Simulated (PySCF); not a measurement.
## How the method moves the HOMO and LUMO of `C=CS[SiH3]`

C2H6SSi.
Geometry (PBE0-D3(BJ)/def2-SVP, Å), atoms numbered from 1 in this order:
```xyz
10
C2H6SSi angstrom
C      1.5210   -0.4707    0.1141
C      1.1838    0.7410   -0.3350
S     -0.4086    1.4759   -0.4910
Si    -1.7330   -0.0647    0.2135
H      2.5735   -0.7623    0.1407
H      0.7948   -1.2086    0.4666
H      1.9602    1.4357   -0.6739
H     -1.6274   -1.2990   -0.6199
H     -1.4559   -0.4163    1.6378
H     -3.0861    0.5429    0.0798
```

Basis pcSseg-2 throughout (PySCF), one geometry. Isolated species at its PBE0-D3(BJ)/def2-SVP geometry (one conformer only).

Question: How do the orbital energies, the gap and the dipole change with the method?

Answer: 
```tsv
method	kind	HOMO (eV)	LUMO (eV)	gap (eV)	μ (D)	SCF cycles
BLYP	GGA	-5.51	-1.08	4.42	0.84	16
B97-D	GGA	-5.62	-1.12	4.50	0.89	15
OPBE	GGA	-5.67	-1.13	4.54	0.94	15
PBE	GGA	-5.68	-1.23	4.45	0.87	14
KT2	GGA	-5.69	-1.19	4.51	0.88	15
KT3	GGA	-5.70	-1.16	4.54	0.89	15
BP86	GGA	-5.76	-1.30	4.46	0.88	14
LDA	LDA	-5.81	-1.44	4.37	0.90	15
B97-2	global hybrid	-6.49	-0.31	6.18	0.99	13
B3LYP	global hybrid	-6.51	-0.48	6.02	0.94	13
PBE0	global hybrid	-6.73	-0.27	6.45	0.99	13
mPW1PW91	global hybrid	-6.74	-0.27	6.47	0.99	13
BHandHLYP	global hybrid	-7.63	0.78	8.41	1.06	12
CAM-B3LYP	range-separated hybrid	-7.96	0.84	8.80	1.02	12
wB97X-D	range-separated hybrid	-8.51	1.51	10.02	1.05	12
HF	Hartree–Fock	-9.04	2.71	11.75	1.20	11
LC-wPBE	range-separated hybrid	-9.29	1.96	11.25	1.13	13
```

The HOMO spans 3.79 eV, from BLYP down to LC-wPBE, and the gap runs from 4.37 eV (LDA) to 11.75 eV (HF). Over the methods BLYP (0 %), B97-D (0 %), OPBE (0 %), PBE (0 %), KT2 (0 %), KT3 (0 %), BP86 (0 %), LDA (0 %), B97-2 (21 %), B3LYP (20 %), PBE0 (25 %), mPW1PW91 (25 %), BHandHLYP (50 %), HF (100 %), a straight line through the gap against the share of exact exchange rises by 0.74 eV for each 10 % (correlation coefficient 0.999). The dipole ranges from 0.84 D (BLYP) to 1.20 D (HF). This basis has no diffuse functions.

The vertical ΔSCF ionisation energy at CAM-B3LYP/def2-SVPD is 8.76 eV; −ε(HOMO) comes closest to it with wB97X-D (8.51 eV).
